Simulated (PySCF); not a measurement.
**Correlation energy of Tm⁻ (thulium, charge -1)**

Starting occupation: [Xe] 4f13 6s2 6p1, 4f5/2 with m_j = -5/2, -3/2, -1/2, +1/2, +3/2, +5/2, 4f7/2 with m_j = -5/2, -3/2, -1/2, +1/2, +3/2, +5/2, +7/2, 6p1/2 with m_j = -1/2. Calculation: PySCF 2.14, in x2c-TZVPall-2c with one added diffuse shell each of s, p, d, f type (12s12p11d5f1g, 147 functions); X2C-1e with screened-nucleus spin-orbit coupling, Gaussian nucleus. Frozen: [Ar] 3d10; 42 electrons correlated; the 18 highest virtual spinors left out.

MP2 pair energies summed by pair of shells (mhartree):

| pair | energy | share (%) |
| --- | --- | --- |
| 4f-4f | -447.85 | 28.9 |
| 4d-4f | -264.00 | 17.0 |
| 4f-5p | -175.60 | 11.3 |
| 5p-5p | -120.10 | 7.7 |
| 4d-4d | -92.84 | 6.0 |
| 4f-4p | -82.53 | 5.3 |
| 4d-4p | -72.35 | 4.7 |
| 4d-5p | -45.03 | 2.9 |
| 4f-5s | -40.99 | 2.6 |
| 5p-5s | -31.63 | 2.0 |
| 5p-6s | -25.92 | 1.7 |
| 4f-4s | -21.01 | 1.4 |
| 4d-4s | -20.12 | 1.3 |
| 4p-4p | -18.30 | 1.2 |
| 4d-5s | -16.12 | 1.0 |
| 6s-6s | -14.50 | 0.9 |
| 4f-6s | -13.82 | 0.9 |
| 4p-4s | -10.25 | 0.7 |
| 4p-5p | -10.03 | 0.6 |
| 6p-6s | -7.17 | 0.5 |
| 5s-5s | -5.99 | 0.4 |
| 4p-5s | -5.01 | 0.3 |
| 5p-6p | -1.96 | 0.1 |
| 4s-5p | -1.85 | 0.1 |
| 4s-4s | -1.63 | 0.1 |
| 5s-6s | -1.27 | 0.1 |
| 4d-6s | -1.20 | 0.1 |
| 4f-6p | -1.09 | 0.1 |
| 4s-5s | -0.82 | 0.1 |
| 4p-6s | -0.30 | 0.0 |

Total MP2 correlation energy: -1551.5 mhartree.

The GHF reference relaxed away from the jj start to a determinant that is no pure jj level (⟨S²⟩ = 1.70, ⟨J²⟩ = 13.15); the energies belong to that determinant.

The Hartree-Fock reference does not bind the outermost electron (its level is positive or very diffuse), so these energies belong to a reference that the basis holds together.

This basis was not built for core-valence correlation, so the inner-shell part is incomplete.
